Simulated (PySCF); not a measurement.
W²⁺: ionisation energy

W²⁺ [Xe] 4f14 5d4 (5D) → W³⁺ [Xe] 4f14 5d3 (4F), as a difference of total energies. Calculation: PySCF 2.14, in def2-TZVPPD with the def2 core potential (60 electrons) (6s5p3d2f1g, 59 functions); scalar relativity through the core potential. Correlated levels: valence and next inner shell: nothing frozen outside the core potential. The calculations carry no spin-orbit coupling.

```
                                method  ionisation energy (eV)
                                   UHF                  24.681
    MP2 (valence and next inner shell)                  25.561
SCS-MP2 (valence and next inner shell)                  25.260
   CCSD (valence and next inner shell)                  25.464
CCSD(T) (valence and next inner shell)                  25.495
```

How much does correlation contribute at CCSD(T) (valence and next inner shell)?

25.495 − (24.681) = 0.814 eV, measured against UHF.

The reference lies between the lowest fine-structure levels, while these numbers refer to the centres of the terms.

Errors of the correlated levels include the incompleteness of this basis.

For comparison: 26 ± 0.4 eV (semi-empirical (NIST evaluation); NIST Atomic Spectra Database, ionization energies).
